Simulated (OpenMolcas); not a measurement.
# Multiplet structure of Sr II

```yaml
Program: OpenMolcas
Method: "XMS-CASPT2, IPEA 0.25 Eh, imaginary shift 0.1 Eh (closed shells correlated: 4s 4p)"
Basis: ANO-RCC-VTZP [7s6p3d1f]
Scalar_Hamiltonian: DKH2, point nucleus
Active_space: 1 electron in 4 orbitals (5s 5p)
State_averaging: 2S+1 = 2 even, 1 root; 2S+1 = 2 odd, 3 roots
Spin-orbit_coupling: state interaction with AMFI integrals over the reference wave functions, term energies averaged over their components
```

With spin-orbit coupling, above the lowest level:

```
Configuration  Term    J  E (cm⁻¹)  Measured (cm⁻¹)      g  Term weight %
           5s    ²S  1/2       0.0              0.0  2.002            100
           5p   ²P°  1/2     23563            23715  0.666            100
           5p   ²P°  3/2     24092            24517  1.334            100
```

Against the 2 measured excited levels shown (NIST Handbook of Basic Atomic Spectroscopic Data) the mean absolute deviation is 290 cm-1; the largest miss in energy is 5p ²P°_3/2: computed 24092, measured 24517 cm⁻¹ (-1.7 %).

ANO sets are built for ground and valence states and can reach diffuse excited orbitals poorly. With one active electron, CASPT2 adds the correlation within the correlated inactive shells and between them and that electron, and leaves the splitting within a term as the reference gives it. Measured partners are found by configuration, term and J. A level has none where our copy of the source lacks it or the pairing is in doubt (some pairs that miss far off the trend of their configuration count as doubtful), and it then counts in no deviation. Only configurations of the active space appear.

The term weight is that of the spin-free term in the level, not the purity of its configuration. ° marks odd parity.
